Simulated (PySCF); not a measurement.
Gas-phase reaction: 2 MoOF4 + 2 F2 ⇌ 2 MoF6 + O2

Method: PySCF energies plus ideal-gas RRHO corrections (1 bar). † marks an energy on the PBE0/def2-TZVP geometry and frequencies. MP2 and CCSD(T) freeze the core. Open shells (unrestricted): O2 (multiplicity 3); the rest are closed-shell singlets. Mo: scalar-relativistic def2 core potential, no spin-orbit coupling. MP2 isn't extrapolated to the basis-set limit; its ΔH°(298 K) is -459.7 kJ in def2-SVP and -454.0 kJ in def2-TZVPP. CCSD(T) isn't extrapolated to the basis-set limit. The harmonic model lacks anharmonicity and excited electronic states, which grow with temperature; levels with a mode under 35 cm⁻¹ are left out. Soft modes under 120 cm⁻¹ make the harmonic entropy rough for MoOF4, MoF6. Warning, large T1 diagnostic: MoF6, MoOF4 (CCSD(T)/def2-SVP†).

```csv
level,"ΔE electronic, kJ","ΔH°(298 K), kJ","ΔS°(298 K), J/K","ΔG°(1800 K), kJ"
CCSD(T)/def2-SVP†,-498,-494,-170,-210
HF/def2-TZVP†,-624,-620,-170,-336
M06-2X/def2-TZVP†,-534,-530,-170,-246
MP2/def2-TZVPP†,-458,-454,-170,-170
PBE0/def2-QZVP†,-604,-600,-170,-316
PBE0/def2-SVP†,-625,-621,-170,-337
```
ΔH° is lowest at PBE0/def2-SVP† and highest at MP2/def2-TZVPP†. No reference value is set beside these.
